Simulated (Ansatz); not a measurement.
Geometry optimisation, RKS B3LYP-D4/def2-SVP in Ansatz 0.2.0.

The input (input.yaml):

```yaml
crystal:
  periodic: [false, false, false]
  atoms:
    - { symbol: Ge, position_ang: [0.0, 0.0, 0.0] }
    - { symbol: H, position_ang: [0.0, 0.0, 1.9] }
    - { symbol: H, position_ang: [1.4616, 0.0, -0.5162] }
    - { symbol: F, position_ang: [-0.7913, 1.3709, -0.5594] }
    - { symbol: H, position_ang: [-0.73, -1.2648, -0.5162] }
    - { symbol: P, position_ang: [-2.4389, 0.0078, 0.8104] }
    - { symbol: H, position_ang: [-3.2078, -0.876, 0.0078] }
    - { symbol: H, position_ang: [-2.4899, -0.4177, 2.1642] }
    - { symbol: H, position_ang: [-0.9744, 0.0031, 1.9571] }
basis:
  gaussian: { orbitals: def2-SVP }
hamiltonian:
  xc: b3lyp
  dispersion: d4
relax:
  f_tol: 0.15
  max_steps: 25
  restrain:
    - { distance: [0, 5], at: 2.27, k: 30.0 }
    - { distance: [8, 1], at: 0.66, k: 30.0 }
    - { distance: [0, 1], at: 2.75, k: 30.0 }
    - { distance: [8, 5], at: 2.62, k: 30.0 }
```

Command:

```bash
$ ansatz run input.yaml --threads 2 --pin off --max-ram 3072MiB --backend cpu --events-out ev --progress --plain --runs-dir out
```

Task: Where does it end, and by what steps?

Result: It converged. The restraints hold the end off the free minimum. After 13 steps the energy has fallen by 5.283 eV (the restraints' own energy left out); H3 moved furthest, 1.11 Å. Joined: H2–H9 (0.98 → 0.72 Å).

```tsv
step	energy less start (eV)	largest force component (eV/Å)	accepted
0	0.0000	2.732	yes
1	-0.9612	3.246	yes
2	-1.4925	5.065	yes
3	-3.0046	4.492	yes
4	-3.9604	2.560	yes
5	-4.4941	2.039	yes
6	-4.8441	0.998	yes
7	-5.0266	1.155	yes
8	-5.1334	1.327	yes
9	-5.2414	0.634	yes
10	-5.2640	1.203	yes
11	-5.1929	1.359	no
12	-5.2800	1.175	yes
13	-5.2827	1.288	yes
```

```xyz
9
Properties=species:S:1:pos:R:3
Ge -0.569 -0.123 -0.335
H 0.092 0.235 2.320
H 0.799 -0.051 0.369
F -0.626 1.277 -1.396
H -0.624 -1.343 -1.280
P -2.368 0.102 1.060
H -3.278 -0.383 0.067
H -2.173 -1.196 1.628
H -0.424 0.307 2.815
```

The run took 33 s on 2 threads of Arm Neoverse V1, on a shared host, peak memory 0.19 GiB.
